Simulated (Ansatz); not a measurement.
`C[B](F)[SbH][Cl]` + `BNC` → `BN(C)B(C)F` + `[Cl][SbH2]` at 298.15 K and 1 bar (cleavage of the B–Sb bond).

Gas-phase electronic energies from Ansatz, PBE0-D4/def2-TZVP geometries. CCSD(T)/CBS adds triple-zeta CCSD(T) − MP2 to the extrapolated MP2 energy (def2 sets, frozen cores). def2 core potentials past Kr. For Sb outer-core shells are correlated without core-valence functions, which leaves a few kJ/mol of doubt a bond. One conformer a species, not always the lowest.

```tsv
species	CCSD(T)/CBS energy (Eh)	H − E (kJ/mol)	S (J/(mol·K))
`C[B](F)[SbH][Cl]`	-864.93191	156.9	389.1
`BNC`	-121.18426	215.2	268.0
`BN(C)B(C)F`	-285.13931	314.6	361.6
`[Cl][SbH2]`	-701.00845	49.9	278.7
```

H − E and S are ideal-gas, rigid-rotor, harmonic terms from PBE0-D4/def2-TZVP, for one conformer and one mirror image of each species. 1 Eh = 2625.50 kJ/mol, R = 8.31446 J/(mol·K).

Problem. By hand: ΔE, ΔH, ΔS and ΔG.

Solution. ΔE = (-285.13931) + (-701.00845) − (-864.93191) − (-121.18426) = -0.03159 Eh = -82.9 kJ/mol. Δ(H − E) = 314.6 + 49.9 − 156.9 − 215.2 = -7.6, so ΔH = -90.5 kJ/mol. ΔS = 361.6 + 278.7 − 389.1 − 268.0 = -16.8 J/(mol·K). ΔG = -90.5 − 298.15 × (-16.8)/1000 = -85.5 kJ/mol.

Problem. By hand: the equilibrium constant, and the temperature at which ΔG would vanish if ΔH and ΔS stayed fixed.

Solution. log₁₀ K = −ΔG/(RT ln 10) = 15.0. ΔG = 0 at ΔH/ΔS = 5387 K, far beyond where these terms or the molecules hold.

ΔH outweighs TΔS. A doubt of 5 kJ/mol in ΔE shifts log₁₀ K by 0.9 here. Other conformers and mirror images would add mixing entropy, several J/(mol·K) or more a flexible species. Modes under 60 cm⁻¹, often nearly free rotors, make the harmonic entropy too high. These are equilibria of isolated gas molecules and say nothing of rates. Largest T1 diagnostic: 0.013 (customary marks: 0.02 for closed shells, 0.045 for open ones).
